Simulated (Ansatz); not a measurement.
Reactions of ClH₃O₃Zr (`[OH][Zr]([OH])([OH])[Cl]`).

Computed with Ansatz on PBE0-D4/def2-TZVP structures; ΔE is electronic, products minus reactants. CBS: MP2 limit from def2 TZ/QZ plus the TZ coupled-cluster correction, frozen cores. This one scheme is used for every species. Elements past krypton have def2 core potentials. For Br, Zr outer-core shells are correlated without core-valence functions, which leaves a few kJ/mol of doubt a bond. Scalar relativity is left out up to krypton. One conformer a species, not always the lowest.

Order these by ΔE at CCSD(T)/CBS, lowest first. (An estimate is asked.)
A. `[OH][Zr]([OH])([OH])[Cl]` + H₂S → `[OH][Zr]([OH])([SH])[Cl]` + H₂O
B. `[OH][Zr]([OH])([OH])[Cl]` + HCl → `[OH][Zr]([OH])([Cl])[Cl]` + H₂O
C. `[OH][Zr]([OH])([OH])[Cl]` + `Cc1ccccc1` → `[OH][Zr]([OH])([Cl])[c]1ccccc1` + CH₃OH
D. `[OH][Zr]([OH])([OH])[Cl]` + `C#C[SiH2][SiH2]C` → `C#[C][Zr]([OH])([OH])[Cl]` + `C[SiH2][SiH2]O`
E. `[OH][Zr]([OH])([OH])[Cl]` + `c1ccccc1` → `[OH][Zr]([OH])([Cl])[c]1ccccc1` + H₂O
F. `[OH][Zr]([OH])([OH])[Cl]` + HBr → `[OH][Zr]([OH])([OH])[Br]` + HCl
G. `[OH][Zr]([OH])([OH])[Cl]` + `C#C` → `C#[C][Zr]([OH])([OH])[Cl]` + H₂O

B (-0.40 eV), F (-0.04 eV), A (+0.30 eV), D (+0.61 eV), G (+0.98 eV), E (+1.65 eV), C (+2.38 eV).

Largest T1 diagnostic: 0.017, for `[OH][Zr]([OH])([SH])[Cl]`.
